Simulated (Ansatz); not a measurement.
# Worked example: B(CH3)2(NH2) + GeH3(SH) → B(CH3)2(SH) + GeH3(NH2)

Gas-phase species: B(CH3)2(NH2), singlet; GeH3(SH), singlet; B(CH3)2(SH), singlet; GeH3(NH2), singlet. The partners trade NH2 for SH: B–NH2 and Ge–SH bonds give way to B–SH and Ge–NH2.

Shapes, held fixed at every level: PBE0-D4/def2-TZVP. Programs: Ansatz 0.2.0. The zero-point and thermal change to 298 K, harmonic and unscaled (PBE0-D4/def2-TZVP), is -3.1 kJ/mol.

At CCSD(T)/def2-TZVPP; 1 Eh = 2625.50 kJ/mol:

```
     species   energy (Eh)
B(CH3)2(NH2)   -160.404308
    GeH3(SH)  -2475.752636
 B(CH3)2(SH)   -502.844012
   GeH3(NH2)  -2133.280548
```

Problem. Work out ΔH(298 K) of the reaction at this level.

Solution. 
1. Products less reactants: (-502.844012) + (-2133.280548) − [(-160.404308) + (-2475.752636)] = 0.032384 Eh = +85.0 kJ/mol.
2. With the thermal change: +85.0 + (-3.1) = +81.9 kJ/mol.

Other levels give +80.3 (MP2/def2-TZVPP) to +89.7 kJ/mol (BHLYP-D4/def2-TZVPP). No measured value is set beside it here. Relativity is left out for Ge. Outer-core shells of Ge are correlated, in sets that cover them unevenly.
